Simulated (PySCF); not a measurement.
revPBE on P⁺ (phosphorus, charge +1), [Ne] 3s2 3p1 4s1, high-spin 3P determinant (an excited configuration). All numbers are calculated (PySCF 2.14, the non-relativistic Hamiltonian (point nucleus), in aug-cc-pwCVQZ (10s9p7d5f3g, 134 functions)).

```
cycle= 1 E= -340.439555096651  delta_E= -0.0132  |g|= 0.0247  |ddm|= 1.55
cycle= 2 E= -340.442619634607  delta_E= -0.00306  |g|= 0.0161  |ddm|= 0.452
cycle= 3 E= -340.443077719215  delta_E= -0.000458  |g|= 0.00741  |ddm|= 0.175
cycle= 4 E= -340.443196531938  delta_E= -0.000119  |g|= 0.00165  |ddm|= 0.169
cycle= 5 E= -340.44319731424  delta_E= -7.82e-07  |g|= 0.000752  |ddm|= 0.0185
cycle= 6 E= -340.443198225791  delta_E= -9.12e-07  |g|= 5.24e-05  |ddm|= 0.014
cycle= 7 E= -340.443198231768  delta_E= -5.98e-09  |g|= 1.44e-05  |ddm|= 0.000989
cycle= 8 E= -340.443198231976  delta_E= -2.08e-10  |g|= 2.15e-06  |ddm|= 0.000199
converged SCF energy = -340.443198231976  <S^2> = 2.0038417  2S+1 = 3.00256
```

Highest occupied orbital energy: -7.065 eV; ⟨L²⟩ = 4.20; populations by l: s 6.63, p 7.00, d 0.37, f 0.00.

(1) Can this result be used?

## Answers

(1) Not for this state. The calculation finished and met its thresholds. ⟨L²⟩ = 4.20 against 2 for a pure P term, so this real determinant mixes terms. The outer electron is Rydberg-like, and this basis confines it to a smaller radius and binds it less than a complete one would. The s, p, d and f populations moved away from the nominal configuration during the SCF.
